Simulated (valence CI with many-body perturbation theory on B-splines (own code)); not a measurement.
## Cl4+: calculated level list

Method: valence CI with perturbative core correlation (CI+MBPT): three valence electrons over a frozen Dirac-Fock core [Ne], a basis of 11 s, 11 p, 9 d, 7 f, 5 g, 2 h, 1 i functions for each j, with the one-electron correlation potential Σ1 (screened to all orders), the two-electron term Σ2, the three-electron term Σ3, Breit, model QED; selected single and double excitations, second order for the rest, scaled by the run's own slope (own B-spline code, finite nucleus).

No measured levels were compared; by estimate levels hold to about 100 cm⁻¹ or 0.05 % of their energy and the worst to 300 or 400 cm⁻¹, as in measured light ions of charge 2 to 7.

Levels 46 to 81 of 81, with energies above the lowest level, 3s²3p ²P°_1/2. "Leading %" is the weight of the configuration and term that name the level; weights of strongly mixed levels are sums over their largest components and can fall short. Lifetimes count E1, E2, E3, M1 and M2 decay at the calculated energies, and are blank where another channel may lead or the interval is too uncertain; long ones can be off by a factor of two.

```
No.  Configuration  Term    J  E (cm⁻¹)  Leading %  Second component      g  Lifetime
 46         3s3p4s   ⁴P°  1/2    353030         98                    2.669    108 ps
 47         3s3p4s   ⁴P°  3/2    353560         98                    1.734    108 ps
 48         3s3p4s   ⁴P°  5/2    354520         98                    1.601    108 ps
 49         3s3p4s   ²P°  1/2    362680         94                    0.667   98.6 ps
 50         3s3p4s   ²P°  3/2    363680         94                    1.335   96.0 ps
 51          3p²3d    ²F  5/2    373470         84     14 % 3s3d² ²F  0.857    901 ps
 52          3s²4f   ²F°  7/2    373760         89    5 % 3s3p3d ²F°  1.143   60.2 ps
 53          3s²4f   ²F°  5/2    373780         89    5 % 3s3p3d ²F°  0.857   60.1 ps
 54          3p²3d    ²F  7/2    374070         83     14 % 3s3d² ²F  1.143    865 ps
 55          3p²3d    ⁴F  3/2    380530         97                    0.400    287 ps
 56          3p²3d    ⁴F  5/2    380840         97                    1.029    286 ps
 57          3p²3d    ⁴F  7/2    381260         97                    1.239    286 ps
 58          3p²3d    ⁴F  9/2    381790         97                    1.333    285 ps
 59          3s²5s    ²S  1/2    382160         95                    2.002    134 ps
 60          3p²3d    ²P  3/2    386570         82     8 % 3s3p4p ²P  1.332    122 ps
 61          3p²3d    ²P  1/2    387350         72    15 % 3s3p4p ²P  0.626    116 ps
 62          3p²3d    ⁴D  1/2    389380         89     6 % 3s3p4p ²P  0.055    189 ps
 63          3p²3d    ⁴D  3/2    389420         94                    1.202    189 ps
 64          3p²3d    ⁴D  5/2    389550         96                    1.371    195 ps
 65          3p²3d    ⁴D  7/2    389830         97                    1.428    200 ps
 66         3s3p4p    ²P  1/2    390150         51    29 % 3s3p4p ⁴D  0.464    321 ps
 67         3s3p4p    ²P  3/2    390490         71    17 % 3s3p4p ⁴D  1.311    297 ps
 68         3s3p4p    ⁴D  1/2    391190         67    22 % 3s3p4p ²P  0.186    462 ps
 69         3s3p4p    ⁴D  3/2    391380         78    15 % 3s3p4p ²P  1.225    431 ps
 70         3s3p4p    ⁴D  5/2    391800         96                    1.373    440 ps
 71         3s3p4p    ⁴D  7/2    392650         96                    1.429    418 ps
 72          3p²3d    ²G  7/2    392700         80     14 % 3s3d² ²G  0.889   1.43 ns
 73          3p²3d    ²G  9/2    392840         80     14 % 3s3d² ²G  1.112   1.43 ns
 74         3s3p4p    ⁴P  1/2    396050         97                    2.666    400 ps
 75         3s3p4p    ⁴P  3/2    396360         93                    1.741    399 ps
 76         3s3p4p    ⁴P  5/2    397010         96                    1.598    397 ps
 77          3s²5p   ²P°  1/2    398640         76   18 % 3s3p4s ²P°  0.666    197 ps
 78         3s3p4p    ⁴S  3/2    398740         95                    1.990    407 ps
 79          3s²5p   ²P°  3/2    398890         76   18 % 3s3p4s ²P°  1.334    201 ps
 80         3s3p4p    ²D  3/2    400050         89      4 % 3p²3d ²D  0.803    164 ps
 81         3s3p4p    ²D  5/2    400930         88      6 % 3p²3d ²D  1.203    161 ps
```

Names give the largest LS component (configuration and term), which can be under half, so a name can repeat, a term be missing and a line seem to break the LS rules; names also repeat where a configuration has a term twice.

Where two levels of one J and parity lie close, their mixing, g and order are uncertain.
